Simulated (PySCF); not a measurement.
## Dipole moment and polarisability of GaH2F

GaH2F.
Geometry (PBE0-D3(BJ)/def2-SVP, Å), atoms numbered from 1 in this order:
```xyz
4
FGaH2 angstrom
Ga     0.0627    0.1063    0.0003
H      1.6109   -0.0813    0.0148
H     -0.8383    1.3794   -0.0194
F     -0.8353   -1.4044    0.0043
```

Level: CAM-B3LYP/def2-SVPD (PySCF), static field, nuclei fixed, core orbitals frozen in the response. The polarisability tensor in these axes (au):

```
x   32.57 -1.75  0.09
y   -1.75 30.70 -0.07
z    0.09 -0.07 23.85
```

Question: Give the principal values, the mean and the anisotropy Δα = √{½[(α1 − α2)² + (α2 − α3)² + (α1 − α3)²]}.

Answer: Principal values 23.85, 29.66 and 33.62 au; mean 29.04 au = 4.30 Å³ = 4.79 × 10⁻⁴⁰ C²·m²/J; Δα = 8.52 au (29 % of the mean).

Question: What is the dipole moment, and where does it point?

Answer: (1.24, 2.09, 0.00) D, 2.43 D in size, pointing from the negative to the positive side. Measured along this direction, the outermost atoms are F4 at the negative end and H3 and H2 at the positive end.

Question: What are the principal values of the traceless quadrupole moment, Θ = ½Σq(3rr − r²1), about the centre of nuclear charge?

Answer: -4.95, -0.94, 5.89 D·Å. The values depend on the origin, since the dipole doesn't vanish. The electronic extent ⟨r²⟩ about the same centre is 151 bohr², a root-mean-square distance of 1.00 Å for the 42 electrons.

Question: Refractivity n − 1 of an ideal gas of it at 500 K and 1 atm, from the electronic α?

Answer: N = p/kT = 1.4678 × 10¹⁹ cm⁻³, so n − 1 = 2π × N × 4.30 × 10⁻²⁴ cm³ = 397 × 10⁻⁶ at long wavelengths, for an ideal gas.

Question: In TDDFT the mean static polarisability is Σ f/ω² over all singlet excitations (ω in hartree). How much of it do the 15 lowest give? Their energies (eV) and oscillator strengths: 5.74, 0.0000; 7.79, 0.0644; 7.80, 0.0216; 8.03, 0.0000; 8.26, 0.0047; 8.52, 0.2982; 9.11, 0.2899; 9.39, 0.0238; 9.69, 0.0028; 9.90, 0.2590; 10.20, 0.1268; 10.49, 0.1360; 10.56, 0.0165; 10.59, 0.2382; 10.74, 0.2291.

Answer: They add up to 13.88 au, 47.8 % of the 29.04 au; the largest single term is 3.04 au, from the state at 8.52 eV. Terms in order: 0.00, 0.79, 0.26, 0.00, 0.05, 3.04, 2.58, 0.20, 0.02, 1.96, 0.90, 0.92, 0.11, 1.57, 1.47 au. Higher excitations give the rest. The strengths listed sum to 1.711.

Question: Rayleigh depolarisation ratio (linearly polarised light, static tensor)?

Answer: ρ = 3Δα²/(45ᾱ² + 4Δα²) = 217.5/(37951 + 290.0) = 0.00569.

Geometry: PBE0-D3(BJ)/def2-SVP; no solvent, vibrations or thermal averaging. The calculation is non-relativistic, for gallium too.
